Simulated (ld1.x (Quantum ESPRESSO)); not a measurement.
## europium (Eu), TM: configuration errors across variants

```
Element                 : Eu (Z = 63)
Generator               : ld1.x (Quantum ESPRESSO) 7.5
Type                    : norm-conserving Troullier–Martins (Kleinman–Bylander form)
Functional              : LDA (PZ)
Relativity              : scalar-relativistic
Frozen core             : [Kr] 4d10 4f6
Valence charge          : 11
Reference configuration : 5s2 5p6 5d1 6s1 6p1
Partial waves           : 5p (bound): rc 2.45 bohr; 5d (bound): rc 2.00 bohr; 5s (bound): rc 2.05 bohr
Local potential         : the s channel
Core correction         : none
```

Occupied shells without a wave of their own: 6p, 6s. They enter only through the test configuration that unscreens the potential.

All-electron excitation energies from the reference (eV): (1) 5s2 5p6 5d1 6s2 6p0 -2.887; (2) 5s2 5p6 5d1 6s1 6p0 3.871; (3) 5s2 5p6 5d1 6s0 6p0 16.081; (4) 5s1 5p6 5d1 6s2 6p0 51.024; (5) 5s2 5p6 5d1 6s0 6p2 3.060; (6) 5s2 5p6 5d2 6s0 6p0 4.842; (7) 5s2 5p6 5d0 6s2 6p1 -0.855.

For the base: The 6p, 6s levels have no wave, so the channel is fitted at the deeper level alone: the likely source of the large errors.

On the changes marked as counting shells twice: ld1.x takes every shell without a wave as core, so the model core holds the marked electrons as well and exchange and correlation see them twice. This cancels in the reference configuration, but the file is broken for other ones, and its errors say nothing about a proper core correction.

6 further variants failed, have other tests or another functional or relativity, and are left out.

The file “base” misses its own reference levels by 0.8 eV. The file “wave 5s (bound): rc 2.05 bohr becomes 5s (bound): rc 2.32 bohr” misses its own reference levels by 1.6 eV. The file “wave 5d (bound): rc 2.00 bohr becomes 5d (bound): rc 1.92 bohr” misses its own reference levels by 0.8 eV. The file “all radii scaled by about 0.87 (s 1.78, p 2.14, d 1.74 bohr)” misses its own reference levels by 0.3 eV. The file “core correction a·sin(br)/r model core inside 1.50 bohr (6p, 6s counted twice)” misses its own reference levels by 0.8 eV.

Errors AE − PS in meV (a dash: test not solved or not reliable):

| change | (1) | (2) | (3) | (4) | (5) | (6) | (7) | bound ghosts |
| --- | --- | --- | --- | --- | --- | --- | --- | --- |
| base | +677 | -23 | -1248 | +1117 | -833 | -820 | +889 | none |
| wave 5s (bound): rc 2.05 bohr becomes 5s (bound): rc 2.32 bohr | +1482 | +147 | -2241 | +2665 | -1935 | -1612 | +1838 | none |
| wave 5d (bound): rc 2.00 bohr becomes 5d (bound): rc 1.92 bohr | +677 | -23 | -1248 | +1117 | -833 | -820 | +889 | none |
| all radii scaled by about 0.87 (s 1.78, p 2.14, d 1.74 bohr) | +259 | -32 | -532 | +317 | -308 | -340 | +360 | none |
| core correction a·sin(br)/r model core inside 1.50 bohr (6p, 6s counted twice) | +641 | -186 | -1803 | +956 | -858 | -1074 | +867 | none |

(1) Give the same row for: wave 5p (bound): rc 2.45 bohr becomes 5p (bound): rc 3.62 bohr.

## Answers

(1) +687, -4.6, -1220, +1143, -847, -803, +888; bound ghosts: none.
